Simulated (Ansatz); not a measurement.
Relaxation of AlClH₅NO (9 atoms, charge 0, multiplicity 1), to a largest force component of 0.03 eV/Å in at most 50 steps.

All numbers below come from RKS PBE0/def2-SVP (Ansatz 0.2.0).

```xyz
9
Properties=species:S:1:pos:R:3
Al 0.136 0.558 -0.381
O -0.180 -0.163 2.475
H -1.122 -0.327 2.610
H 1.446 -0.216 -0.765
Cl -1.771 -0.039 -1.062
N 0.154 2.182 0.543
H 1.016 2.700 0.704
H -0.635 2.821 0.498
H -0.127 0.811 2.313
```

Q: Where does it end, and by what steps?

A: The run converged. After 10 steps the energy has fallen by 0.733 eV; O2 moved furthest, 0.53 Å. Joined: Al1–O2 (2.96 → 1.99 Å).

```json
{"step": "0", "energy less start (eV)": "0.0000", "largest force component (eV/Å)": "1.327", "accepted": "yes"}
{"step": "1", "energy less start (eV)": "-0.2121", "largest force component (eV/Å)": "0.969", "accepted": "yes"}
{"step": "2", "energy less start (eV)": "-0.4823", "largest force component (eV/Å)": "1.342", "accepted": "yes"}
{"step": "3", "energy less start (eV)": "-0.6384", "largest force component (eV/Å)": "1.382", "accepted": "yes"}
{"step": "4", "energy less start (eV)": "-0.7111", "largest force component (eV/Å)": "0.507", "accepted": "yes"}
{"step": "5", "energy less start (eV)": "-0.7266", "largest force component (eV/Å)": "0.168", "accepted": "yes"}
{"step": "6", "energy less start (eV)": "-0.7300", "largest force component (eV/Å)": "0.148", "accepted": "yes"}
{"step": "7", "energy less start (eV)": "-0.7329", "largest force component (eV/Å)": "0.050", "accepted": "yes"}
{"step": "8", "energy less start (eV)": "-0.7331", "largest force component (eV/Å)": "0.035", "accepted": "yes"}
{"step": "9", "energy less start (eV)": "-0.7334", "largest force component (eV/Å)": "0.032", "accepted": "yes"}
{"step": "10", "energy less start (eV)": "-0.7334", "largest force component (eV/Å)": "0.014", "accepted": "yes"}
```

```xyz
9
Properties=species:S:1:pos:R:3
Al 0.097 0.460 0.051
O -0.146 -0.049 1.958
H -1.012 -0.412 2.188
H 1.389 -0.257 -0.506
Cl -1.827 -0.070 -0.728
N 0.155 2.180 0.702
H 1.023 2.711 0.688
H -0.599 2.822 0.466
H -0.162 0.940 2.115
```

Whether the end is a true minimum wasn't checked by a vibrational analysis.

The run took 27 s on 2 threads of Arm Neoverse V1, on a shared host, peak memory 0.17 GiB.
